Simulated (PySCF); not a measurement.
PySCF input (CCSD(T)/cc-pVDZ):

```python
from pyscf import gto, scf, mp, cc as ccmod

mol = gto.M(
    atom='''
    Si    0.28113023   -0.21772139    0.37791859
    O     0.97574985   -0.05763724   -1.00385569
    F    -1.30464689    0.38991083    0.30444279
    ''',
    basis='cc-pvdz',
    charge=-1,
    spin=0,
    verbose=4,
)

mf = scf.RHF(mol)
mf.conv_tol = 1e-10
mf.max_cycle = 100
mf.kernel()
mp2 = mp.MP2(mf, frozen=7).run()
cc = ccmod.CCSD(mf, frozen=7)
cc.max_cycle = 100
cc.kernel()
et = cc.ccsd_t()
print(f'E(CCSD(T)) = {cc.e_tot + et:.9f}')
```

Output:

```
PySCF version 2.14.0

[INPUT] verbose = 4
[INPUT] num. atoms = 3
[INPUT] num. electrons = 32
[INPUT] charge = -1
[INPUT] spin (= nelec alpha-beta = 2S) = 0
[INPUT] symmetry False subgroup None
[INPUT] Mole.unit = angstrom
[INPUT] Symbol           X                Y                Z      unit          X                Y                Z       unit  Magmom
[INPUT]  1 Si     0.281130230000  -0.217721390000   0.377918590000 AA    0.531259140036  -0.411433798560   0.714162632482 Bohr   0.0
[INPUT]  2 O      0.975749850000  -0.057637240000  -1.003855690000 AA    1.843899982585  -0.108918598176  -1.897012322686 Bohr   0.0
[INPUT]  3 F     -1.304646890000   0.389910830000   0.304442790000 AA   -2.465425311366   0.736824681702   0.575313493698 Bohr   0.0

nuclear repulsion = 91.631939310314
number of shells = 15
number of NR pGTOs = 93
number of NR cGTOs = 46
basis = cc-pvdz
ecp = {}

******** <class 'pyscf.scf.hf.RHF'> ********
method = RHF
initial guess = minao
damping factor = 0
level_shift factor = 0
DIIS = <class 'pyscf.scf.diis.CDIIS'>
diis_start_cycle = 1
diis_space = 8
diis_damp = 0
SCF conv_tol = 1e-10
SCF conv_tol_grad = None
SCF max_cycles = 100
direct_scf = True
direct_scf_tol = 1e-13
Set gradient conv threshold to 1e-05
Initial guess from minao.
init E= -463.078519245238
  HOMO = -0.254390126938692  LUMO = 0.00250743721482216  gap/eV = 6.99054
cycle= 1 E= -463.125067362975  delta_E= -0.0465  |g|= 0.908  |ddm|= 1.68
  HOMO = 0.00900902466921405  LUMO = 0.316712121863818  gap/eV = 8.37303
cycle= 2 E= -463.175174787016  delta_E= -0.0501  |g|= 0.804  |ddm|= 1.11
  HOMO = -0.104787514133737  LUMO = 0.305067626229134  gap/eV = 11.15273
cycle= 3 E= -463.300026566423  delta_E= -0.125  |g|= 0.0744  |ddm|= 0.502
  HOMO = -0.107119851534137  LUMO = 0.308258562295422  gap/eV = 11.30302
cycle= 4 E= -463.301510134303  delta_E= -0.00148  |g|= 0.0315  |ddm|= 0.0824
  HOMO = -0.109163505392316  LUMO = 0.309003941886809  gap/eV = 11.37892
cycle= 5 E= -463.301866775302  delta_E= -0.000357  |g|= 0.00611  |ddm|= 0.0454
  HOMO = -0.108756963885464  LUMO = 0.309053607092009  gap/eV = 11.36920
cycle= 6 E= -463.301906339119  delta_E= -3.96e-05  |g|= 0.00215  |ddm|= 0.0166
  HOMO = -0.108892719952567  LUMO = 0.309177439850223  gap/eV = 11.37627
cycle= 7 E= -463.301912556617  delta_E= -6.22e-06  |g|= 0.000699  |ddm|= 0.00642
  HOMO = -0.108851331303368  LUMO = 0.309279491048168  gap/eV = 11.37792
cycle= 8 E= -463.301913081885  delta_E= -5.25e-07  |g|= 0.000201  |ddm|= 0.00183
  HOMO = -0.108892905585985  LUMO = 0.30926660457313  gap/eV = 11.37870
cycle= 9 E= -463.30191312696  delta_E= -4.51e-08  |g|= 6.03e-05  |ddm|= 0.000564
  HOMO = -0.108897237184714  LUMO = 0.309269452316728  gap/eV = 11.37890
cycle= 10 E= -463.301913130774  delta_E= -3.81e-09  |g|= 1.45e-05  |ddm|= 0.000184
  HOMO = -0.108898603300327  LUMO = 0.309270286412757  gap/eV = 11.37896
cycle= 11 E= -463.301913130947  delta_E= -1.73e-10  |g|= 2.95e-06  |ddm|= 3.81e-05
  HOMO = -0.108898318679379  LUMO = 0.309270659379546  gap/eV = 11.37896
cycle= 12 E= -463.301913130952  delta_E= -5e-12  |g|= 8.78e-07  |ddm|= 6.81e-06
  HOMO = -0.108898393508765  LUMO = 0.309270627417206  gap/eV = 11.37896
Extra cycle  E= -463.301913130953  delta_E= -1.02e-12  |g|= 4.74e-07  |ddm|= 1.12e-06
converged SCF energy = -463.301913130953

******** <class 'pyscf.mp.mp2.RMP2'> ********
nocc = 9, nmo = 39
frozen orbitals 7
E(RMP2) = -463.767668581855  E_corr = -0.465755450902018
E(SCS-RMP2) = -463.751370543338  E_corr = -0.449457412385622
E_corr(same-spin) = -0.126287456188614
E_corr(oppo-spin) = -0.339467994713403

******** <class 'pyscf.cc.ccsd.CCSD'> ********
CC2 = 0
CCSD nocc = 9, nmo = 39
frozen orbitals 7
max_cycle = 100
direct = 0
conv_tol = 1e-07
conv_tol_normt = 1e-05
diis_space = 6
diis_start_cycle = 0
diis_start_energy_diff = 1e+09
Init t2, MP2 energy = -463.767668595594  E_corr(MP2) -0.465755464640768
Init E_corr(CCSD) = -0.465755464640848
cycle = 1  E_corr(CCSD) = -0.455697132594788  dE = 0.010058332  norm(t1,t2) = 0.0832842
cycle = 2  E_corr(CCSD) = -0.472384021136787  dE = -0.0166868885  norm(t1,t2) = 0.032369
cycle = 3  E_corr(CCSD) = -0.471355557915826  dE = 0.00102846322  norm(t1,t2) = 0.0210254
cycle = 4  E_corr(CCSD) = -0.473744475398463  dE = -0.00238891748  norm(t1,t2) = 0.00731538
cycle = 5  E_corr(CCSD) = -0.473900039556307  dE = -0.000155564158  norm(t1,t2) = 0.00170135
cycle = 6  E_corr(CCSD) = -0.473756782629766  dE = 0.000143256927  norm(t1,t2) = 0.000770211
cycle = 7  E_corr(CCSD) = -0.473733571877542  dE = 2.32107522e-05  norm(t1,t2) = 0.000222426
cycle = 8  E_corr(CCSD) = -0.473743994185537  dE = -1.0422308e-05  norm(t1,t2) = 8.31378e-05
cycle = 9  E_corr(CCSD) = -0.473746458978176  dE = -2.46479264e-06  norm(t1,t2) = 4.20139e-05
cycle = 10  E_corr(CCSD) = -0.473745014410442  dE = 1.44456773e-06  norm(t1,t2) = 1.25667e-05
cycle = 11  E_corr(CCSD) = -0.473745519878965  dE = -5.05468523e-07  norm(t1,t2) = 6.32992e-06
cycle = 12  E_corr(CCSD) = -0.473744947244288  dE = 5.72634677e-07  norm(t1,t2) = 2.23894e-06
cycle = 13  E_corr(CCSD) = -0.473744983205733  dE = -3.59614454e-08  norm(t1,t2) = 9.6716e-07
CCSD converged
E(CCSD) = -463.7756581141585  E_corr = -0.4737449832057333
CCSD(T) correction = -0.0125152912579886
E(CCSD(T)) = -463.788173405
```
